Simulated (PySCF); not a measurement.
**Working out the excitation energy of Pb**

Pb [Xe] 4f14 5d10 6s2 6p2 (3P) → Pb [Xe] 4f14 5d10 6s1 6p3 (5S). All numbers are calculated (PySCF 2.14, a scalar-relativistic core potential, in cc-pVTZ-PP with ECP60MDF (5s4p3d1f, 39 functions)). Frozen: 5s2 5p6 5d10. Energies in hartree (1 hartree = 27.21139 eV):

```csv
part,Pb (lower),Pb (upper)
UHF,-191.835741,-191.662814
MP2 opposite-spin,-0.029438,0.000000
MP2 same-spin,-0.006831,-0.013536
```

Q: What does Hartree-Fock give?

A: (-191.662814) − (-191.835741) = 0.172927 hartree = 4.706 eV.

Q: What do MP2 and SCS-MP2 (6/5 opposite-spin, 1/3 same-spin) give?

A: The opposite-spin parts differ by 0.801 eV and the same-spin parts by -0.182 eV. MP2: 4.706 + (0.801) + (-0.182) = 5.325 eV. SCS-MP2: 4.706 + 1.2 × (0.801) + (-0.182)/3 = 5.607 eV.
